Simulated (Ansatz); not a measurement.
Stepwise reaction of `[OH][Ta]([OH])([OH])([F])[F]` with water, as a gas-phase model of exchange steps in deposition or etching. ΔE in kJ/mol.

Program: Ansatz. Geometries: PBE0-D4/def2-TZVP. ΔE: electronic, gas phase. CCSD(T)/CBS adds triple-zeta CCSD(T) − MP2 to the extrapolated MP2 energy (def2 sets, frozen cores). This one scheme is used for every species. Functionals use def2-TZVPP. B3LYP here is the variant with VWN-RPA as its local correlation; programs differ in this. Elements past krypton have def2 core potentials. For Ta outer-core shells are correlated without core-valence functions, which leaves a few kJ/mol of doubt a bond. Each species was taken in one conformer, which may not be the lowest.

```
step                                                                        reaction  PBE-D4  B3LYP-D4  ωB97M-V  CCSD(T)/CBS
   2  `[OH][Ta]([OH])([OH])([OH])[F]` + H₂O → `[OH][Ta]([OH])([OH])([OH])[OH]` + H–F    57.6      59.0     59.9         52.8
```

Q: Give the row of step 1, `[OH][Ta]([OH])([OH])([F])[F]` + H₂O → `[OH][Ta]([OH])([OH])([OH])[F]` + H–F. (Estimate.)

A: The calculation gave: 
```
step                                                                      reaction  PBE-D4  B3LYP-D4  ωB97M-V  CCSD(T)/CBS
   1  `[OH][Ta]([OH])([OH])([F])[F]` + H₂O → `[OH][Ta]([OH])([OH])([OH])[F]` + H–F    49.6      49.4     49.2         44.1
```

Q: By hand: ΔE of the 2 steps together at CCSD(T)/CBS.

A: (44.1) + (52.8) = 96.9 kJ/mol, or 48.5 kJ/mol a step.

In ΔE each step is higher than the one before. All are uphill at CCSD(T)/CBS. PBE-D4 differs from CCSD(T)/CBS by 4.8 to 5.5 kJ/mol a step. Isolated molecules leave out the surface, adducts and barriers. Largest T1 diagnostic: 0.018.
